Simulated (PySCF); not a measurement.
NICS in isomers of C4H7N3.

NICS is the negative of the GIAO shielding at a point without a nucleus: at the ring centre (0) and 1 Å above and below it (1); zz is the component along the ring normal. Level: GIAO PBE0/pcSseg-1 (PySCF, non-relativistic, gas phase) on the GFN2-xTB geometries, one conformer each. Atom numbers follow the mapped SMILES.

Problem. Order these rings by mean NICS(1)zz, lowest (most negative) first (ppm).
A. ring C2–N3–N4–C5–N6 in `[CH3:1][c:2]1[n:3][n:4][cH:5][n:6]1[CH3:7]`
B. ring C3–C4–N5–N6–N7 in `[CH3:1][CH2:2][c:3]1[cH:4][n:5][nH:6][n:7]1`
C. ring C2–N3–N4–N5–C6 in `[CH3:1][c:2]1[n:3][n:4][nH:5][c:6]1[CH3:7]`

Solution. B (-34.4), C (-32.0), A (-29.8).

```
      SMILES                                                 ring  NICS(0)  NICS(1)  NICS(1)zz  HOMA  rms pucker (Å)  ring atoms with four or more neighbours
CCc1cn[nH]n1  5-membered ring with 3 N; formal bonds all aromatic    -14.0    -13.5      -34.4  0.98            0.00                                        0
Cc1nn[nH]c1C  5-membered ring with 3 N; formal bonds all aromatic    -12.5    -12.9      -32.0  0.94            0.00                                        0
   Cc1nncn1C  5-membered ring with 3 N; formal bonds all aromatic    -11.4    -11.3      -29.8  0.88            0.00                                        0
```

NICS(0) gives the same order. The isotropic NICS(1) gives the same order. HOMA uses Krygowski's 1993 parameters. NICS(1) and NICS(1)zz are means over the two faces.
